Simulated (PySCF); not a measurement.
Shapes and spin states of IrO₃⁻

Computed with PySCF, B3LYP, basis Ir def2-SVPD with ECP60, O def2-SVPD (scalar-relativistic core potentials, no spin–orbit coupling, density fitting).

Relaxations began from a few typed shapes and spin states; open shells are unrestricted. The search is not exhaustive: other isomers or separated fragments can lie lower, and high-lying points may rest on an excited occupation.

```csv
spin,group,bonds,angles,imaginary modes (cm⁻¹),ΔE (kJ/mol),ΔE with ZPE (kJ/mol)
triplet,D3h,Ir–O 1.763 Å (×3),O–Ir–O 120.0° (×3),none,0.0,0.0
broken-symmetry Ms = 0 (⟨S²⟩ 1.00),C2v,"Ir–O 1.758 Å, Ir–O 1.767 Å (×2)","O–Ir–O 117.3°, O–Ir–O 121.4° (×2)",none,33.1,32.2
"singlet (closed shell, unstable to spin polarisation)",C2v,"Ir–O 1.719 Å, Ir–O 1.780 Å (×2)","O–Ir–O 103.4°, O–Ir–O 128.3° (×2)",none,78.4,77.0
singlet,C2v,"Ir–O 1.733 Å (×2), Ir–O 1.814 Å","O–Ir–O 110.3° (×2), O–Ir–O 139.4°",123i,80.3,–
triplet,C2v,"Ir–O 1.763 Å, Ir–O 1.809 Å (×2)","O–Ir–O 90.6°, O–Ir–O 134.7° (×2)",none,157.8,161.3
triplet,C2v,"Ir–O 1.790 Å (×2), Ir–O 1.812 Å","O–Ir–O 103.6° (×2), O–Ir–O 152.7°",251i,173.4,–
```

The lowest minimum found is the triplet D3h: Ir–O 1.763 Å (×3); O–Ir–O 120.0° (×3).

Formally Ir is in oxidation state +5, d4, with 2 unpaired electrons (the high-spin count would be 4). The Mulliken spin on Ir is 0.97, so most of the spin sits on the ligands and the formal count fails. The polar-tensor charge on Ir, 0.90, is far below the formal one.

For the lowest minimum: other spin states or occupations of the open shell can lie lower. The lowest empty level of this anion is unbound, so it and the gap depend on the basis. With an element this heavy the missing spin–orbit coupling can shift these numbers.

The electron or spin density has lower symmetry than the nuclear frame for the broken-symmetry Ms = 0 (⟨S²⟩ 1.00) C2v at 33.1 kJ/mol.
